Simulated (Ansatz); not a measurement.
Two structures of GeNH$_{8}$F, closed shell, reached by relaxing down either side of one saddle point (PBE0-D4/def2-TZVP). Energies are electronic, without zero-point energy. Computed with Ansatz 0.2.0 (basis: def2-TZVPP and def2-QZVPP); correlated methods freeze the cores. Filled d shells of the heavier atoms are correlated. The def2 sets are not built for correlating such inner shells, so the correlated values are less sure here. Extrapolation: Hartree–Fock as exp(−7.88 √X), correlation as X^−2.97. First:

```csv
atom,x (Å),y (Å),z (Å)
Ge1,-1.1397,-1.4029,-1.1176
H2,-0.7570,-2.5904,-0.2337
H3,-2.4503,-1.7265,-1.8614
H4,-1.4047,-0.1606,-0.2494
H5,-0.0503,-1.0938,-2.1475
H6,1.4516,2.3653,0.7249
N7,0.8312,1.6447,1.0734
H8,1.3098,0.1510,0.6663
F9,1.5433,-0.7486,0.3989
H10,-0.0852,1.8005,0.6699
H11,0.7513,1.7609,2.0762
```

Second:

```
11
angstrom
Ge -0.5907 -0.5695 -1.5188
H 0.4550 -1.6160 2.4823
H -0.7941 -1.7195 -2.5252
H -1.7222 -0.5303 -0.4914
H -0.3309 0.7527 -2.2414
H 1.0564 0.9374 0.6467
N 0.2045 1.4846 0.6097
H 0.6017 -1.5789 1.7502
F 0.8839 -1.0395 -0.6930
H 0.4642 2.4511 0.4574
H -0.2279 1.4277 1.5235
```

**Question.** Which bonds change from the first to the second?

**Answer.** GeH₄ + NH₃ + HF → GeH₃F ([F][GeH3]) + NH₃ + H₂; bonds formed: Ge1–F9, H2–H8; bonds broken: Ge1–H2, H8–F9.

**Question.** Give the saddle point's structure and its height above each. (To be estimated.)

**Answer.** Computed: 2.199 eV above the first and 2.091 eV above the second (CCSD(T) at an estimated basis limit (MP2 extrapolated from triple and quadruple zeta, plus CCSD(T) − MP2 in triple zeta)).
```
atom    x (Å)    y (Å)    z (Å)
 Ge1  -0.6100  -0.5162  -0.7067
  H2  -0.1589  -1.3124   0.9394
  H3  -0.7554  -1.9351  -1.3048
  H4  -1.9944  -0.1027  -0.1510
  H5  -0.1812   0.4229  -1.8536
  H6   1.2422   1.1310   0.4429
  N7   0.2432   1.2316   0.5862
  H8   0.7136  -1.2709   0.5299
  F9   1.5094  -0.9446  -0.3239
 H10  -0.0541   2.1453   0.2643
 H11   0.0457   1.1509   1.5772
```

The search had been set up for a ligand exchange through a proton shuttle (forming Ge1–N7, H6–F9, H2–H8, breaking Ge1–H2, H6–N7, H8–F9); from that guess it ended on this step instead.

T1 diagnostic: at most 0.013.

Labels in which every atom is bracketed show which atoms are joined, not bond orders.

For scale, one of the runs: CCSD(T)/def2-TZVPP, 222 basis functions, launched by `ansatz run in.yaml --threads 4 --pin off --events-out ev --progress --plain --max-ram 9574MiB`. Hardware: 4 CPU threads of an Arm Neoverse V2, shared host. Wall time 95 s; peak host memory 3.7 GiB.
